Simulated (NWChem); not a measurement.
# GaF₂, doublet; SMILES [F][Ga][F]

```xyz
3

Ga     0.0000     0.0000     0.4104
F     -1.4967     0.0000    -0.5099
F      1.4967     0.0000    -0.5099
```
Atoms are numbered in this order, from 1.

Level: PBE0/def2-SVP, spin-unrestricted (NWChem), optimised geometry, unscaled harmonic frequencies. In the optimisation the excess spin sits in a1 (C2v, its own frame). The spin multiplicity was typed, not searched, and may not be the lowest.

List the harmonic frequencies with IR intensities, and the thermochemistry.


| frequency (cm⁻¹) | IR intensity (km/mol) |
|---|---|
| 179 | 23.9 |
| 660 | 34.7 |
| 710 | 84.0 |

```
Property                                                                                              Value
-----------------------------------------------------------------------------------------  ----------------
zero-point energy                                                                              2.2 kcal/mol
thermal correction to the enthalpy at 298.15 K (with zero-point energy)                        5.1 kcal/mol
heat capacity Cv                                                                            9.5 cal/(mol K)
entropy at 298.15 K and 1 atm (symmetry number 2, electronic part: spin degeneracy alone)  66.5 cal/(mol K)
dipole moment                                                                                        2.32 D
```

Rigid rotor and harmonic oscillator.
